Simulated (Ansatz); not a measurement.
Consider the redistribution: `CC(Cl)BS` + `[SiH3][NH][GeH3]` → `[SiH3]NBS` + `C[CH](Cl)[GeH3]`.

Isolated molecules relaxed with PBE0-D4/def2-TZVP in Ansatz; ΔE leaves out vibrations. CCSD(T)/CBS is the MP2 limit (def2-TZVPP, def2-QZVPP) plus CCSD(T) − MP2 in def2-TZVPP, frozen cores. DFT in def2-TZVPP. B3LYP here is the variant with VWN-RPA as its local correlation; programs differ in this. For Ge outer-core shells are correlated without core-valence functions, which leaves a few kJ/mol of doubt a bond. Scalar relativity is left out up to krypton. One conformer a species, not always the lowest.

```json
{"level": "PBE-D4", "ΔE (kJ/mol)": "-83.6", "difference from CCSD(T)/CBS": "0.8"}
{"level": "r2SCAN-D4", "ΔE (kJ/mol)": "-83.5", "difference from CCSD(T)/CBS": "0.9"}
{"level": "B3LYP-D4", "ΔE (kJ/mol)": "-83.1", "difference from CCSD(T)/CBS": "1.3"}
{"level": "ωB97X-V", "ΔE (kJ/mol)": "-82.6", "difference from CCSD(T)/CBS": "1.8"}
{"level": "r2SCAN", "ΔE (kJ/mol)": "-84.0", "difference from CCSD(T)/CBS": "0.4"}
{"level": "B3LYP", "ΔE (kJ/mol)": "-86.2", "difference from CCSD(T)/CBS": "-1.8"}
{"level": "CCSD/def2-TZVPP", "ΔE (kJ/mol)": "-82.0", "difference from CCSD(T)/CBS": "2.4"}
{"level": "SCS-MP2/def2-QZVPP", "ΔE (kJ/mol)": "-82.9", "difference from CCSD(T)/CBS": "1.5"}
{"level": "HF/CBS(def2)", "ΔE (kJ/mol)": "-81.2", "difference from CCSD(T)/CBS": "3.2"}
{"level": "MP2/CBS(def2)", "ΔE (kJ/mol)": "-85.7", "difference from CCSD(T)/CBS": "-1.3"}
{"level": "CCSD(T)/CBS", "ΔE (kJ/mol)": "-84.4", "difference from CCSD(T)/CBS": "0"}
```

Largest T1 diagnostic among the species: 0.012.

The D4 term adds +3.1 kJ/mol with B3LYP and +1.8 kJ/mol with PBE0; it sums over pairs of atoms, weighted by their polarisabilities, and B3LYP, whose exchange is more repulsive, gets the larger term.
